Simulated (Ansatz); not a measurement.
A set of 12 reactions (hydrolysis), with CCSD(T)/CBS values in kJ/mol:

```json
{"reaction": "`[NH2][Ta]([OH])([OH])=[S]` + H₂O → `[OH][Ta]([OH])([OH])=[S]` + NH₃", "ΔE": "-45.6"}
{"reaction": "`C[O][Sn]([F])([F])[F]` + H₂O → `C[O][Sn]([OH])([F])[F]` + H–F", "ΔE": "18.3"}
{"reaction": "`B[SiH]([SiH3])O[SiH3]` + H₂O → `B[SiH](O)[SiH3]` + `O[SiH3]`", "ΔE": "23.0"}
{"reaction": "`[BH2][Zn][NH2]` + H₂O → `[BH2][Zn][OH]` + NH₃", "ΔE": "-30.7"}
{"reaction": "`[NH2][Al]([F])[Cl]` + H₂O → `[NH2][Al]([OH])[F]` + HCl", "ΔE": "32.8"}
{"reaction": "`[F][Cd][O][SiH3]` + H₂O → `[OH][Cd][O][SiH3]` + H–F", "ΔE": "25.9"}
{"reaction": "`[SiH3][SiH]1[CH2][AlH]1` + H₂O → `O[SiH]1[CH2][AlH]1` + SiH₄", "ΔE": "-64.2"}
{"reaction": "`CC[SiH2]PO` + H₂O → `OPO` + `CC[SiH3]`", "ΔE": "-23.5"}
{"reaction": "`[SiH3]C/C=C/Cl` + H₂O → `OC/C=C/Cl` + SiH₄", "ΔE": "85.1"}
{"reaction": "`[NH2][Ga]([Br])[Br]` + H₂O → `[OH][Ga]([Br])[Br]` + NH₃", "ΔE": "-7.0"}
{"reaction": "`[SiH3][SiH]1O[CH2][AlH]1` + H₂O → `O[SiH3]` + `[CH2]1O[SiH2][AlH]1`", "ΔE": "-76.1"}
{"reaction": "`[OH][W]([OH])([OH])([F])([Cl])[Cl]` + H₂O → `[OH][W]([OH])([OH])([OH])([F])[Cl]` + HCl", "ΔE": "-5.3"}
```

Computed with Ansatz on PBE0-D4/def2-TZVP structures; ΔE is electronic, products minus reactants. CCSD(T)/CBS is the MP2 limit (def2-TZVPP, def2-QZVPP) plus CCSD(T) − MP2 in def2-TZVPP, frozen cores. This one scheme is used for every species. Double bonds are as drawn, so ΔE can hold a change between cis and trans. DFT in def2-TZVPP. B3LYP here is the variant with VWN-RPA as its local correlation; programs differ in this. Elements past krypton have def2 core potentials. For Br, Cd, Ga, Sn, Ta, W, Zn outer-core shells are correlated without core-valence functions, which leaves a few kJ/mol of doubt a bond. Scalar relativity is left out up to krypton. One conformer a species, not always the lowest.

Question: Give the mean, mean absolute and largest difference (level minus CCSD(T)/CBS, kJ/mol) for: r2SCAN-D4, ωB97X-V, ωB97M-V, PBE, r2SCAN, B3LYP, HF/def2-TZVPP, MP2/def2-TZVPP, CCSD/def2-TZVPP, CCSD(T)/def2-TZVPP, HF/def2-QZVPP, SCS-MP2/def2-QZVPP, MP2/CBS(def2), CCSD/CBS(def2). (An estimate is asked.)

Answer: Computed: 
| level | mean | mean absolute | largest |
| --- | --- | --- | --- |
| r2SCAN-D4 | -1.9 | 4.3 | -9.2 |
| ωB97X-V | -4.1 | 6.0 | -12.2 |
| ωB97M-V | -4.1 | 5.5 | -10.1 |
| PBE | -0.6 | 6.5 | 16.4 |
| r2SCAN | -2.7 | 4.9 | -9.7 |
| B3LYP | -6.9 | 9.0 | -17.3 |
| HF/def2-TZVPP | -10.3 | 14.7 | -32.0 |
| MP2/def2-TZVPP | -3.0 | 4.6 | -10.3 |
| CCSD/def2-TZVPP | -4.5 | 4.5 | -8.2 |
| CCSD(T)/def2-TZVPP | -3.5 | 3.5 | -6.5 |
| HF/def2-QZVPP | -10.1 | 15.2 | -33.2 |
| SCS-MP2/def2-QZVPP | -4.0 | 4.5 | -14.1 |
| MP2/CBS(def2) | 0.4 | 3.7 | 9.7 |
| CCSD/CBS(def2) | -1.1 | 1.9 | -4.4 |

The largest T1 diagnostic in the set is 0.022, for `[OH][W]([OH])([OH])([F])([Cl])[Cl]` (customary mark 0.02).

CCSD(T)/CBS is a level of theory with its own doubt, and the functionals carry their triple-zeta basis error, so these figures describe this set and don't rank the functionals.
